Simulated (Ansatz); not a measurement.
A structure relaxed at PBE0-D4/def2-TZVP, charge 0, multiplicity 1:

Cartesian coordinates in Å:
```
C -0.8076 0.1323 1.1947
C 0.1250 -0.6133 0.2692
Ge 0.7777 0.4637 -1.2468
Br -0.7705 -2.1946 -0.4665
H -0.2822 0.9866 1.6337
H -1.6822 0.5098 0.6611
H -1.1568 -0.5070 2.0084
H 0.9753 -1.0223 0.8146
H 1.5247 1.6922 -0.6893
H -0.4323 0.9271 -2.0698
H 1.7290 -0.3746 -2.1093
```

Task: Give its formula and SMILES.

Result: C2H7BrGe, `C[CH]([GeH3])Br`.

Task: Summarise the bond lengths by kind.

Result: 1 × C–C 1.511 Å; 4 × C–H 1.090 to 1.095 Å; 1 × C–Ge 1.971 Å; 1 × Br–C 1.961 Å; 3 × Ge–H 1.534 to 1.542 Å.

Program: Ansatz 0.2.0.
